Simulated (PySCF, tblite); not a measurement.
C₄H₄F₄O.
SMILES with atom numbers: `[F:1][CH2:2][C@@H:3]1[O:4][C@@H:5]1[C:6]([F:7])([F:8])[F:9]` (hydrogens: H10, H11 on C2; H12 on C3; H13 on C5)

Computed with GFN2-xTB (tblite), gas phase: nudged elastic band of 9 images (0 to 8), spring 0.2 eV/Å², climbing image at the end, force threshold 0.05 eV/Å. The top image wasn't refined or checked by frequencies; at this threshold it can lie a kcal/mol or more above the true saddle point of the method.

Path: rotation about C5–C6 (sp3 carbon bound to oxygen, CF3 carbon), followed by the dihedral C3–C5–C6–F9.

Image 0 (start, dihedral -67°):
```
atom  x, y, z in Å
F1      2.296    0.399   -0.960
C2      1.336   -0.561   -0.780
C3      0.775   -0.431    0.620
O4     -0.318   -1.219    0.977
C5     -0.541    0.154    0.931
C6     -1.472    0.682   -0.146
F7     -2.644    1.056    0.380
F8     -1.735   -0.205   -1.107
F9     -0.963    1.769   -0.748
H10     1.826   -1.535   -0.890
H11     0.585   -0.430   -1.562
H12     1.547   -0.332    1.382
H13    -0.698    0.653    1.885
```

Image 8 (end, 0.000 eV, dihedral 54°):
```
atom  x, y, z in Å
F1      2.314    0.906   -0.415
C2      1.490   -0.155   -0.677
C3      0.746   -0.515    0.592
O4     -0.255   -1.482    0.530
C5     -0.669   -0.190    0.837
C6     -1.525    0.534   -0.188
F7     -1.109    1.796   -0.375
F8     -2.795    0.611    0.224
F9     -1.533   -0.054   -1.385
H10     2.126   -0.993   -0.983
H11     0.830    0.133   -1.498
H12     1.393   -0.571    1.466
H13    -1.017   -0.018    1.853
```

Question: What do the inner images look like?

Answer: 
Image 1: +0.013 eV, dihedral -53°
```
atom  x, y, z in Å
F1      2.310    0.468   -0.899
C2      1.360   -0.509   -0.774
C3      0.773   -0.438    0.619
O4     -0.314   -1.253    0.928
C5     -0.556    0.118    0.926
C6     -1.482    0.661   -0.150
F7     -2.531    1.277    0.407
F8     -1.955   -0.286   -0.960
F9     -0.882    1.573   -0.931
H10     1.864   -1.473   -0.915
H11     0.619   -0.354   -1.562
H12     1.528   -0.360    1.399
H13    -0.739    0.578    1.895
```

Image 2: +0.043 eV, dihedral -38°
```
atom  x, y, z in Å
F1      2.328    0.537   -0.841
C2      1.403   -0.469   -0.766
C3      0.772   -0.447    0.610
O4     -0.310   -1.287    0.860
C5     -0.571    0.081    0.905
C6     -1.506    0.651   -0.150
F7     -2.386    1.482    0.423
F8     -2.203   -0.291   -0.787
F9     -0.880    1.370   -1.094
H10     1.939   -1.415   -0.910
H11     0.683   -0.319   -1.572
H12     1.504   -0.386    1.414
H13    -0.777    0.496    1.891
```

Image 3: +0.065 eV, dihedral -23°
```
atom  x, y, z in Å
F1      2.353    0.600   -0.776
C2      1.454   -0.433   -0.755
C3      0.772   -0.456    0.596
O4     -0.306   -1.318    0.782
C5     -0.586    0.045    0.875
C6     -1.538    0.644   -0.150
F7     -2.215    1.655    0.412
F8     -2.436   -0.242   -0.585
F9     -0.947    1.155   -1.238
H10     2.020   -1.362   -0.895
H11     0.763   -0.287   -1.586
H12     1.475   -0.415    1.426
H13    -0.813    0.414    1.875
```

Image 4 (top): +0.069 eV, dihedral -8°
```
atom  x, y, z in Å
F1      2.380    0.656   -0.703
C2      1.497   -0.390   -0.742
C3      0.769   -0.464    0.583
O4     -0.300   -1.348    0.708
C5     -0.602    0.006    0.847
C6     -1.562    0.633   -0.151
F7     -2.018    1.791    0.347
F8     -2.626   -0.148   -0.365
F9     -1.053    0.916   -1.354
H10     2.082   -1.306   -0.888
H11     0.835   -0.232   -1.594
H12     1.447   -0.442    1.436
H13    -0.853    0.330    1.858
```

Image 5: +0.055 eV, dihedral 9°
```
atom  x, y, z in Å
F1      2.397    0.709   -0.622
C2      1.520   -0.338   -0.729
C3      0.765   -0.473    0.576
O4     -0.290   -1.381    0.648
C5     -0.620   -0.039    0.830
C6     -1.572    0.612   -0.156
F7     -1.798    1.880    0.219
F8     -2.757   -0.009   -0.156
F9     -1.168    0.653   -1.428
H10     2.114   -1.245   -0.901
H11     0.878   -0.145   -1.588
H12     1.425   -0.468    1.444
H13    -0.897    0.245    1.846
```

Image 6: +0.031 eV, dihedral 25°
```
atom  x, y, z in Å
F1      2.390    0.768   -0.543
C2      1.520   -0.277   -0.714
C3      0.758   -0.485    0.578
O4     -0.279   -1.417    0.603
C5     -0.638   -0.091    0.828
C6     -1.565    0.584   -0.165
F7     -1.558    1.911    0.035
F8     -2.826    0.175    0.013
F9     -1.279    0.380   -1.452
H10     2.119   -1.169   -0.932
H11     0.883   -0.038   -1.565
H12     1.410   -0.498    1.450
H13    -0.941    0.158    1.845
```

Image 7: +0.010 eV, dihedral 40°
```
atom  x, y, z in Å
F1      2.360    0.833   -0.474
C2      1.503   -0.212   -0.697
C3      0.751   -0.500    0.585
O4     -0.267   -1.452    0.570
C5     -0.655   -0.142    0.835
C6     -1.543    0.556   -0.176
F7     -1.320    1.879   -0.171
F8     -2.835    0.386    0.130
F9     -1.388    0.135   -1.433
H10     2.113   -1.083   -0.968
H11     0.856    0.064   -1.530
H12     1.401   -0.534    1.458
H13    -0.982    0.071    1.852
```

The largest changes of bonds and angles from start to top: C6–F9 1.342 → 1.337 Å, C6–F7 1.338 → 1.341 Å, O4–C5 1.392 → 1.394 Å, C5–H13 1.088 → 1.090 Å, C3–C5–C6 122.4 → 126.9°, C5–C6–F9 111.5 → 116.0°, C5–C6–F8 113.6 → 111.5°. GFN2-xTB torsional profiles can miss by a kcal/mol or more and can put conformers in the wrong order.

Question: What do single points at PBE0/pcSseg-1 (PySCF, no dispersion term) give on some images?

Answer: 
```
image  GFN2-xTB E (eV)  DFT E (eV)  HOMO (eV)  LUMO (eV)  dipole (D)
    0            0.000       0.000      -8.92       1.24        1.59
    2            0.043       0.069      -8.89       1.07        1.62
    4            0.069       0.062      -8.89       1.12        1.63
    6            0.031       0.001      -8.91       1.27        1.56
    8            0.000       0.001      -8.92       1.24        1.59
```

Energies count from image 0 at each level. At the GFN2-xTB top the DFT energy is 1.4 kcal/mol against 1.6; the geometries weren't optimised at the DFT level.

What follows is the cost of the whole band run. Time: 2.2 s of wall time; peak memory 0.18 GiB. Hardware: Arm Neoverse V1, one thread, no GPU, shared host.
